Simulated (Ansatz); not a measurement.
`BC[SiH2][AlH2]`, 12 atoms. Total charge 0; spin multiplicity 1. All runs use 4 threads of a server CPU on a shared host. Correlated methods freeze the cores.

How many basis functions does each run have, and how long does it take in Ansatz? RKS PBE0-D4/def2-TZVPP energy; RKS PBE0-D4/def2-QZVPP energy; RHF-CCSD(T)/def2-SVP energy; RHF-MP2/def2-QZVPP energy; RKS ωB97M-V/def2-SVP energy; RKS PBE0-D4/def2-TZVP relaxation (25 steps); RKS B3LYP-D4/def2-TZVPP energy and forces; RHF-MP2/def2-TZVPP energy; RKS ωB97M-V/def2-QZVPP energy; direct RPA on PBE orbitals/def2-TZVPP energy; RKS PBE0-D4/def2-SVP energy; RKS r2SCAN0-D4/def2-TZVPP energy. (Best estimate.)

The calculation gave: Other jobs shared the machine, so times are rough.

| level | job | functions | wall time | peak host memory (GiB) |
| --- | --- | --- | --- | --- |
| RKS PBE0-D4/def2-SVP | energy | 104 | 1.7 s | 0.23 |
| RHF-CCSD(T)/def2-SVP | energy | 104 | 4.5 s | 0.42 |
| RKS PBE0-D4/def2-TZVPP | energy | 258 | 4.8 s | 0.62 |
| RHF-MP2/def2-TZVPP | energy | 258 | 5.5 s | 0.61 |
| RKS ωB97M-V/def2-SVP | energy | 104 | 7 s | 0.33 |
| RKS B3LYP-D4/def2-TZVPP | energy and forces | 258 | 7.5 s | 0.73 |
| RKS r2SCAN0-D4/def2-TZVPP | energy | 258 | 8 s | 0.65 |
| direct RPA on PBE orbitals/def2-TZVPP | energy | 258 | 8 s | 0.64 |
| RKS PBE0-D4/def2-QZVPP | energy | 494 | 16 s | 1.6 |
| RHF-MP2/def2-QZVPP | energy | 494 | 36 s | 3.1 |
| RKS ωB97M-V/def2-QZVPP | energy | 494 | 37 s | 2.1 |
| RKS PBE0-D4/def2-TZVP | relaxation (25 steps) | 184 | 120 s | 0.47 |

B3LYP here is the variant with VWN-RPA as its local correlation; programs differ in this.
